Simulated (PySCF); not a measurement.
# Circular dichroism: `InChI=1S/C6H9FSi/c1-3-6(7)5(2)4-8-6/h1,5H,4,8H2,2H3/t5-,6-/m1/s1`

Cartesian coordinates in Å; atom numbers follow the order of the lines, from 1:
```xyz
17

C     2.372   -1.529    0.120
C     1.542   -0.722    0.428
C     0.577    0.272    0.810
F     0.612    0.433    2.201
Si    0.630    1.931   -0.212
C    -0.937    1.034   -0.833
C    -0.871    0.004    0.318
C    -1.182   -1.426   -0.087
H     3.089   -2.243   -0.158
H     0.404    3.094    0.638
H     1.756    2.076   -1.128
H    -0.799    0.546   -1.797
H    -1.876    1.582   -0.876
H    -1.541    0.305    1.127
H    -1.077   -2.094    0.765
H    -0.502   -1.758   -0.869
H    -2.203   -1.493   -0.459
```

Computed, not measured: PySCF, TDDFT PBE0/def2-SVPD circular dichroism and optical rotation, one conformer, gas phase. Geometry: GFN2-xTB.

States above about 7.3 eV lie in this functional's continuum (it starts at minus the energy of the highest occupied orbital, well below the true ionisation energy for most functionals) and depend on the basis.

(1) What are the CIP labels of the stereocentres?

(2) List the lowest 8 singlet excitations with oscillator and rotatory strengths.

Results:

(1) C3 S, C7 R.

(2) Rotatory strengths R in 10⁻⁴⁰ esu² cm², velocity form and length form (origin at the centre of mass); f in length form.
```
state  E (eV)  λ (nm)      f  R (velocity)  R (length)                                    main
    1    5.43     228  0.014         -17.8       -17.8        HOMO→LUMO 0.74, HOMO→LUMO+1 0.20
    2    6.19     200  0.061         +52.4       +52.2        HOMO→LUMO+1 0.70, HOMO→LUMO 0.18
    3    6.47     192  0.006          +8.5        +8.6      HOMO−1→LUMO 0.40, HOMO→LUMO+3 0.18
    4    6.82     182  0.028         -65.6       -65.7      HOMO−1→LUMO 0.30, HOMO→LUMO+2 0.27
    5    6.92     179  0.014         +23.9       +23.8      HOMO−2→LUMO 0.58, HOMO→LUMO+3 0.12
    6    6.94     179  0.039          +6.4        +5.5      HOMO→LUMO+2 0.48, HOMO→LUMO+3 0.25
    7    7.12     174  0.004          +3.5        +3.3    HOMO−3→LUMO 0.56, HOMO−1→LUMO+1 0.15
    8    7.33     169  0.008          +4.8        +6.2  HOMO−2→LUMO+1 0.73, HOMO−1→LUMO+1 0.13
```

Among the states computed, the strongest CD band (largest |R|) is state 4. The largest dissymmetry factor in size, g = 4R/(D+G), with D and G the electric and magnetic dipole strengths, is -0.025 for state 4 (velocity form, f = 0.027), among bands with |R| over 0.5. The mirror image has the same energies and oscillator strengths and all R with the opposite sign.
